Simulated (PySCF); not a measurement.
EPR parameters of C6H7F2O

C6H7F2O (doublet state).
Geometry (GFN2-xTB, Å), atoms numbered from 1 in this order:
```xyz
16
C6H7F2O angstrom
C     -1.9389   -0.3785    1.3423
C     -1.2999   -0.0087    0.2345
C     -1.9818    0.4426   -1.0211
O      0.0539    0.0397    0.0759
C      0.8979   -0.5546    0.9291
C      2.2616   -0.3136    0.8397
F      3.0210   -1.0188    1.7155
C      2.9585    0.5238    0.0128
F      2.3324    1.2841   -0.8950
H     -3.0114   -0.3763    1.3701
H     -1.4385   -0.6694    2.2477
H     -1.4610    1.3082   -1.4235
H     -1.9425   -0.3471   -1.7700
H     -3.0185    0.6950   -0.8270
H      0.5315   -1.2547    1.6642
H      4.0280    0.6371    0.0285
```

The hyperfine couplings belong to this conformer and change with its torsions.

Identity: `C=C(C)O/C=C(/F)[CH]F` [radical].

The calculation used UKS B3LYP, pcH-1 on C F H O, non-relativistic, mean-field spin-orbit, GIAO (PySCF). The structure is a single GFN2-xTB conformer in the gas phase; no vibrational or solvent corrections. The geometry wasn't refined by DFT: couplings that depend on bond lengths, twists or pyramidal angles can differ widely from those at the functional's own minimum. The SCF solution wasn't tested for stability. ⟨S²⟩ is 0.775 where a pure state has 0.75.

```json
{
 "g1, g2, g3": "2.00210, 2.00358, 2.00454",
 "g_iso": "2.00341",
 "Form of g": "rhombic: the two nearest values differ by 39 % of g3 − g1",
 "⟨S²⟩": "0.7746 (exact 0.7500)",
 "α and β electrons": "35, 34",
 "HOMO–LUMO gap, α and β orbitals": "5.37, 4.35 eV"
}
```

Hyperfine couplings atom by atom, in MHz; T1 to T3 are the principal values of the dipolar part; ρ(0) is the spin density at the nucleus:

```tsv
atom	isotope	a_iso	T1	T2	T3	Mulliken spin population	ρ(0) (bohr⁻³)
C1	13C	4.2	-5.2	-3.8	9.0	0.07	0.0037
C2	13C	-3.0	-4.3	0.8	3.5	-0.03	-0.0027
C3	13C	0.1	-0.3	-0.2	0.6	0.00	0.0001
O4	17O	-12.9	-35.9	16.8	19.1	0.06	0.0214
C5	13C	54.0	-51.6	-49.3	100.8	0.59	0.0480
C6	13C	-55.5	-30.5	12.7	17.8	-0.22	-0.0494
F7	19F	-31.5	-69.7	24.1	45.6	-0.01	-0.0075
C8	13C	56.5	-50.4	-47.7	98.1	0.55	0.0503
F9	19F	87.7	-165.5	-135.0	300.5	0.04	0.0208
H10	1H	-4.3	-3.1	-0.7	3.7	0.00	-0.0010
H11	1H	-4.2	-2.4	0.3	2.1	0.00	-0.0009
H12	1H	-1.0	-1.3	-1.1	2.4	0.00	-0.0002
H13	1H	-1.5	-1.2	-0.9	2.1	0.00	-0.0003
H14	1H	-0.5	-0.8	-0.6	1.3	0.00	-0.0001
H15	1H	-42.5	-23.9	-0.3	24.2	-0.03	-0.0095
H16	1H	-41.7	-23.1	-0.9	24.0	-0.03	-0.0093
```

Largest spin populations (Mulliken): C5 (+0.59), C8 (+0.55), C6 (-0.22) and C1 (+0.07). The positive populations add up to 1.32 and the negative ones to -0.32, together 2S = 1. The angles at C5 add up to 360.0°, so it is planar; its axial dipolar tensor and the negative coupling of its proton fit spin in a p orbital normal to that plane.

C8, the radical centre as drawn in `C=C(C)O/C=C(/F)[CH]F`, holds a spin population of +0.55 out of 1.

Axes: g2 points within 5° of the C8–F9 bond and g3 points within 15° of the C5–C6 bond.

Under fast tumbling the dipolar parts average out, and these isotropic splittings remain (the largest six): 1 × 19F (F9, I = 1/2, 2 lines) with 3.13 mT, 1 × 1H (H15, I = 1/2, 2 lines) with 1.52 mT, 1 × 1H (H16, I = 1/2, 2 lines) with 1.49 mT, 1 × 19F (F7, I = 1/2, 2 lines) with 1.12 mT, 1 × 1H (H10, I = 1/2, 2 lines) with 0.15 mT and 1 × 1H (H11, I = 1/2, 2 lines) with 0.15 mT.

Means are taken over nuclei equivalent by connectivity, which assumes that they swap fast.

The 17O coupling of O4 (-12.9 MHz) shows only in satellite lines or after enrichment, since that isotope makes up about 0.038 % of natural oxygen.

The 13C coupling of C8 (56.5 MHz) shows only in satellite lines or after enrichment, since that isotope makes up about 1.07 % of natural carbon.

Examples of negative spin density at the nucleus (bohr⁻³): C6 (-0.0494), H15 (-0.0095) and H16 (-0.0093).
